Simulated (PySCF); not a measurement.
Si(Cl)2(OMe)(SH) (CH4Cl2OSSi), SMILES Cl[Si](OC)(Cl)S. Atoms are numbered in the order given.

```xyz
10

C     -2.3225     0.0180     1.2953
O     -1.3575     0.7320     0.5400
Si     0.0416     0.1238    -0.0536
S      1.3169    -0.3813     1.5836
Cl     0.8365     1.5713    -1.2715
Cl    -0.3165    -1.5629    -1.2010
H     -3.1354     0.7123     1.5511
H     -1.8875    -0.3816     2.2273
H     -2.7385    -0.8209     0.7124
H      2.0613    -1.2491     0.8604
```
Charge 0, spin multiplicity 1.

Geometry: B3LYP-D3(BJ)/def2-SVP. This is a generated structure with no PubChem entry under its InChIKey; it may be hypothetical. The values are those of a single conformer.

The numbers are results of PBE/def2-TZVP in PySCF, not measurements.

ESP charges are fitted to the potential on shells at 1.4 to 2.0 van der Waals radii. Atomic charges (e):

```
atom  ESP fit    IAO  Löwdin
----  -------  -----  ------
C1      -0.22  -0.22   -0.36
O2      -0.06  -0.61    0.10
Si3      0.01   1.13   -0.83
S4      -0.16  -0.30    0.18
Cl5     -0.04  -0.27    0.28
Cl6     -0.06  -0.30    0.24
H7       0.12   0.16    0.12
H8       0.13   0.14    0.11
H9       0.11   0.14    0.11
H10      0.19   0.12    0.07
```

Q: Give the Mayer and Wiberg (Löwdin basis) orders of the bonds. (Estimate from the structure and the level; the computed values follow.)

A: 
```tsv
bond	Mayer	Wiberg
C1–O2	0.95	1.49
O2–Si3	1.27	1.63
Si3–S4	1.19	1.64
Si3–Cl5	1.24	1.86
Si3–Cl6	1.16	1.80
C1–H7	0.96	0.94
C1–H8	0.96	0.94
C1–H9	0.96	0.94
S4–H10	0.93	1.00
```
